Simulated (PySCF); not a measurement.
## InHF + H₂O → HIn(OH) + HF

Level: PBE0 in the def2-TZVP basis family, computed in PySCF with density fitting; scalar-relativistic core potentials for atoms from Rb on, none lighter, no spin–orbit coupling; open shells unrestricted.

| species | state and structure | E (Eh) | ZPE (kJ/mol) | H(298 K) − H(0) (kJ/mol) | S° (J/(mol K)) |
| --- | --- | --- | --- | --- | --- |
| InHF | doublet, Cs, In–F 1.970 Å, In–H 1.779 Å; F–In–H 113.7° | -290.52000 | 14.8 | 11.2 | 269.4 |
| H₂O | singlet, C2v, O–H 0.960 Å (×2); H–O–H 105.1° | -76.37736 | 56.5 | 9.9 | 188.7 |
| HIn(OH) | doublet, Cs, In–H 1.767 Å, In–O 2.004 Å, O–H 0.960 Å; H–In–O 113.7°, H–O–In 115.0° | -266.48958 | 45.0 | 12.4 | 275.7 |
| HF | singlet, C∞v, H–F 0.920 Å | -100.39188 | 24.9 | 8.7 | 173.6 |

(1) What is the electronic reaction energy?

(2) Add zero-point, thermal and entropy terms for 298.15 K and 1 bar.

Results:

(1) At PBE0/def2-TZVP, ΔE = 41.7 kJ/mol from the differences of the total energies times 2625.5, uphill. 

(2) ΔZPE = -1.4 and Δ[H(298) − H(0)] = 0.0 kJ/mol give ΔH° = 40.3 kJ/mol. ΔS° = -8.8 J/(mol K), so ΔG° = 40.3 − 298.15 × (-0.0088) = 43 kJ/mol and log₁₀K = -7.5.

The structures come from searches over a few start shapes, so lower isomers are not excluded.
